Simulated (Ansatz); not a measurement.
`[Cl][Ga]([Cl])[Cl]` and `[SiH3][O][Ga]([Cl])[Cl]` differ in one atom or group.

Ansatz, PBE0-D4/def2-TZVP geometries, multiplicity 1. Each molecule was computed in one conformer, which needn't be the lowest.

Scalar relativity is left out up to krypton.

| property | `[Cl][Ga]([Cl])[Cl]` |
| --- | --- |
| size of the dipole moment (B3LYP/def2-TZVPP) / D | 0.00 |
| HOMO–LUMO gap (PBE/def2-TZVPP) / eV | 5.13 |
| HOMO energy (PBE0/def2-TZVPP) / eV | -9.46 |
| LUMO energy (PBE/def2-TZVPP) / eV | -2.89 |
| size of the dipole moment (ωB97M-V/def2-TZVPP) / D | 0.00 |
| HOMO–LUMO gap (ωB97M-V/def2-TZVPP) / eV | 11.76 |

(1) What does the change do to each property? (Estimate.)

## Answers

(1) The calculation gave: 
| property | `[SiH3][O][Ga]([Cl])[Cl]` | shift |
| --- | --- | --- |
| size of the dipole moment (B3LYP/def2-TZVPP) / D | 0.56 | 0.56 |
| HOMO–LUMO gap (PBE/def2-TZVPP) / eV | 4.93 | -0.20 |
| HOMO energy (PBE0/def2-TZVPP) / eV | -9.03 | 0.43 |
| LUMO energy (PBE/def2-TZVPP) / eV | -2.68 | 0.21 |
| size of the dipole moment (ωB97M-V/def2-TZVPP) / D | 0.52 | 0.52 |
| HOMO–LUMO gap (ωB97M-V/def2-TZVPP) / eV | 11.51 | -0.25 |

With PBE0 the HOMO rises by 0.43 eV and the LUMO rises by 0.22 eV, so the gap narrows by about 0.21 eV. PBE moves the HOMO by 0.40 eV and ωB97M-V by 0.41 eV.

B3LYP here is the variant with VWN-RPA as its local correlation; programs differ in this.
